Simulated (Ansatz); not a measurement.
C₄H₆ClF (SMILES C[C@H]1C[C@]1(F)Cl), singlet, at a GFN2-xTB geometry; B3LYP/6-311G** (Ansatz, a quantum-chemistry and plane-wave program).

The Ansatz input:
Ansatz 0.2 input:
```yaml
crystal:
  periodic: [false, false, false]
  atoms:
    - {symbol: C, position_ang: [2.30993236, -0.50028493, 0.02043662]}
    - {symbol: C, position_ang: [1.00479096, -0.15536709, -0.65124209]}
    - {symbol: C, position_ang: [-0.06755846, -1.21099330, -0.81438321]}
    - {symbol: C, position_ang: [-0.25327001, -0.09023995, 0.15150431]}
    - {symbol: F, position_ang: [-0.19787268, -0.37659972, 1.47699829]}
    - {symbol: Cl, position_ang: [-1.44911238, 1.15989787, -0.14954321]}
    - {symbol: H, position_ang: [2.97975549, -0.97770496, -0.69171397]}
    - {symbol: H, position_ang: [2.78954864, 0.40013498, 0.39797918]}
    - {symbol: H, position_ang: [2.14368028, -1.17725072, 0.85426287]}
    - {symbol: H, position_ang: [1.08911998, 0.57231393, -1.44864167]}
    - {symbol: H, position_ang: [0.11840902, -2.18675838, -0.39082946]}
    - {symbol: H, position_ang: [-0.66811814, -1.21828947, -1.70970068]}
basis:
  gaussian:
    orbitals: 6-311G__.json
hamiltonian:
  xc: b3lyp
```
The basis file holds 6-311G** in the JSON format of the Basis Set Exchange.

Question: Write the output that Ansatz gives for this input, abridged.

Answer: 
```
Functional definition: B3LYP
1246 factors; their error is unknown
mean field evaluation 1: about -19478.7471 eV, gradient 6.1e1 eV
mean field evaluation 2: about -19473.7231 eV, gradient 7.4e1 eV
mean field evaluation 4: about -19487.0880 eV, gradient 3.3e0 eV
mean field evaluation 8: about -19487.1142 eV, gradient 6.1e-2 eV
mean field evaluation 16: about -19487.1013 eV, gradient 1.2e-4 eV
mean field -19487.10132808 eV, -716.1377649754 hartree, gradient 2.0e-5 eV, S^2 0.000000; 0 other end points of the search recorded, 0 dependent functions left out
reference -19487.10158245 eV, -716.1377743231 hartree; 28, 28 occupied and 125, 125 virtual orbitals, 1246 factors
Total energy: -19487.10158245 eV, -716.1377743231 hartree
```
